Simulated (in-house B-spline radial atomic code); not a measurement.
Relativistic effects in Pd6+, [Kr] 4d4: non-relativistic Hartree-Fock (point nucleus) against Dirac-Hartree-Fock (Fermi nucleus of rms radius 4.5318 fm), both averages of the configuration, computed with an all-electron radial atomic-structure program (B-spline basis).

```csv
orbital,ε NR (Eh),ε Dirac (Eh),<r> NR (bohr),<r> Dirac (bohr),change of <r> (%)
1s1/2,-877.12,-903.86,0.0331,0.03184,-3.8
2s1/2,-131.8,-138.25,0.1435,0.1377,-4.1
2p1/2,-122.36,-128.1,0.123,0.1172,-4.7
2p3/2,-122.36,?,0.123,?,?
3s1/2,-27.996,-29.3,0.3889,0.3765,-3.2
3p1/2,-24.161,-25.247,0.3818,0.3692,-3.3
3p3/2,-24.161,-24.185,0.3818,0.3795,-0.6
3d3/2,-17.143,?,0.3559,?,?
3d5/2,-17.143,-16.859,0.3559,0.3576,+0.5
4s1/2,-7.1145,-7.3647,0.9465,0.9222,-2.6
4p1/2,-5.7597,-5.9467,1.002,0.9758,-2.6
4p3/2,-5.7597,-5.7579,1.002,0.9988,-0.3
4d3/2,-3.731,-3.7118,1.159,1.16,+0.1
4d5/2,-3.731,-3.6859,1.159,1.169,+0.9
```

**Question.** What happens to 2p3/2?

**Answer.** Its energy goes to -122.21 hartree and <r> to 0.1221 bohr (-0.67 %).

**Question.** What happens to 3d3/2?

**Answer.** Its energy goes to -17.067 hartree and <r> to 0.3542 bohr (-0.48 %).

**Question.** What explains the pattern of contraction and expansion?

**Answer.** Expansion is seen in 3d5/2, 4d3/2, 4d5/2. The s and p1/2 orbitals contract directly, screen the nucleus better, and so push out orbitals that have little density near the nucleus; spin-orbit coupling adds to this for j = l + 1/2 and opposes it for j = l - 1/2.

**Question.** By how much does the total energy change?

**Answer.** By -106.6 hartree, from -4928.587 to -5035.191.
